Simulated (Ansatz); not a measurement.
Two isomers of C2H5FGeO: A = `O/C(F)=[CH]\[GeH3]`, B = `[CH3][Ge@H]1[O][C@@H]1F`.

Isolated molecules relaxed with PBE0-D4/def2-TZVP in Ansatz; ΔE leaves out vibrations. CBS: MP2 limit from def2 TZ/QZ plus the TZ coupled-cluster correction, frozen cores. DFT in def2-TZVPP. B3LYP here is the variant with VWN-RPA as its local correlation; programs differ in this. For Ge outer-core shells are correlated without core-valence functions, which leaves a few kJ/mol of doubt a bond. Scalar relativity is left out up to krypton. Each species was taken in one conformer, which may not be the lowest.

A:

```xyz
10

O    -0.823   -1.330    0.953
C    -0.082   -1.263   -0.154
F     0.097   -2.476   -0.691
C     0.426   -0.161   -0.681
Ge    0.158    1.578    0.107
H    -1.064   -2.247    1.120
H     1.006   -0.279   -1.586
H    -1.337    1.934    0.166
H     0.729    1.633    1.534
H     0.888    2.610   -0.768
```

B:

Z-matrix (Å, degrees):
```
C
Ge 1 1.937
H 1 1.091 2 109.5
H 1 1.089 2 109.5 3 -119.7
H 1 1.091 2 110.3 3 119.9
O 2 1.868 1 110.7 3 67.3
C 2 1.921 1 123.9 3 112.9
H 2 1.530 1 117.5 3 -58.6
F 7 1.363 2 120.0 1 170.6
H 7 1.093 2 124.4 1 23.4
```

Problem. Which is lower in electronic energy at CCSD(T)/CBS, and by how much? (An estimate is asked.)

Solution. The calculation gave: A, by 0.2 kcal/mol. So small a gap doesn't settle the order.

Problem. Give E(B) − E(A) in kcal/mol with CCSD/def2-TZVPP, CCSD(T)/def2-SVP, MP2/def2-TZVPP, ωB97M-V, B3LYP-D4, HF/def2-TZVPP, PBE0-D4. (Best estimate.)

Solution. Ansatz gave: CCSD/def2-TZVPP 3.1, CCSD(T)/def2-SVP 7.4, MP2/def2-TZVPP -0.2, ωB97M-V 2.6, B3LYP-D4 2.4, HF/def2-TZVPP 11.7, PBE0-D4 1.2. The order is the other way round with MP2/def2-TZVPP.

Problem. Does the order hold for the free energy at 298.15 K (harmonic terms from PBE0-D4)? (Estimate.)

Solution. Computed: Yes: G(B) − G(A) = +3.9 kcal/mol, for one conformer each. Modes under 60 cm⁻¹, often nearly free rotors, make the harmonic entropy too high.

Largest T1 diagnostic: 0.014.

From PBE to PBE0 (25 % exact exchange), in def2-TZVPP and without D4, E(B) − E(A) moves by +2.7 kcal/mol. In def2-TZVPP, CCSD(T) changes the Hartree–Fock value by −10.0 kcal/mol (the triples alone add −1.5 kcal/mol) and MP2 by −11.8 kcal/mol.
